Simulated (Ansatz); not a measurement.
`F[C](=[Se])[InH2]` + CH₃OH → `C[O][InH2]` + `FC=[Se]` at 600 K and 1 bar (ligand exchange at the In–C bond).

Program: Ansatz. Geometries: PBE0-D4/def2-TZVP. ΔE: electronic, gas phase. CCSD(T)/CBS is the MP2 limit (def2-TZVPP, def2-QZVPP) plus CCSD(T) − MP2 in def2-TZVPP, frozen cores. This one scheme is used for every species. Elements past krypton have def2 core potentials. For In, Se outer-core shells are correlated without core-valence functions, which leaves a few kJ/mol of doubt a bond. Scalar relativity is left out up to krypton.

```tsv
species	CCSD(T)/CBS energy (Eh)	H − E (kJ/mol)	S (J/(mol·K))
`F[C](=[Se])[InH2]`	-2729.49754	100.4	419.9
CH₃OH	-115.61712	163.6	277.3
`C[O][InH2]`	-306.01914	186.3	386.5
`FC=[Se]`	-2539.10585	74.4	307.7
```

H − E and S are ideal-gas, rigid-rotor, harmonic terms from PBE0-D4/def2-TZVP. 1 Eh = 2625.50 kJ/mol, R = 8.31446 J/(mol·K).

Question: By hand: ΔE, ΔH, ΔS and ΔG.

Answer: ΔE = (-306.01914) + (-2539.10585) − (-2729.49754) − (-115.61712) = -0.01033 Eh = -27.1 kJ/mol. Δ(H − E) = 186.3 + 74.4 − 100.4 − 163.6 = -3.3, so ΔH = -30.4 kJ/mol. ΔS = 386.5 + 307.7 − 419.9 − 277.3 = -3.0 J/(mol·K). ΔG = -30.4 − 600 × (-3.0)/1000 = -28.6 kJ/mol.

Question: By hand: the equilibrium constant, and the temperature at which ΔG would vanish if ΔH and ΔS stayed fixed.

Answer: log₁₀ K = −ΔG/(RT ln 10) = 2.5. ΔG = 0 at ΔH/ΔS = 10133 K, far beyond where these terms or the molecules hold.

The number of gas molecules stays the same, so ΔS is small and ΔH decides. A doubt of 5 kJ/mol in ΔE shifts log₁₀ K by 0.4 here. These are equilibria of isolated gas molecules and say nothing of rates. Largest T1 diagnostic: 0.018 (customary marks: 0.02 for closed shells, 0.045 for open ones).
